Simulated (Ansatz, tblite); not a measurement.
Forces on AgPd₃ at its PBE0-D4/def2-SVP geometry. Charge 0, multiplicity 2.

In the def2 sets Ag, Pd take a core potential; there is no spin–orbit coupling. The xTB rows come from tblite. The structure comes from a short search, and lower isomers may exist.

GFN1-xTB (tblite), largest force 0.66 eV/Å:

```xyz
4
positions Å, forces eV/Å
Pd   -0.627    1.470    0.061    0.275   -0.562    0.210
Pd    1.486    0.065    0.587   -0.658    0.058   -0.022
Pd   -0.870   -0.956    0.942    0.382    0.508   -0.178
Ag    0.011   -0.579   -1.590    0.000   -0.004   -0.010
```

GFN2-xTB (tblite), largest force 0.77 eV/Å:

```
Pd -0.210 0.515 0.085
Pd 0.496 0.045 0.261
Pd -0.291 -0.296 0.380
Ag 0.005 -0.264 -0.725
```

PBE0-D4/def2-TZVP (Ansatz), largest force 0.05 eV/Å:

```
Pd 0.015 -0.036 -0.005
Pd -0.035 -0.003 -0.017
Pd 0.021 0.022 -0.026
Ag 0.000 0.017 0.048
```
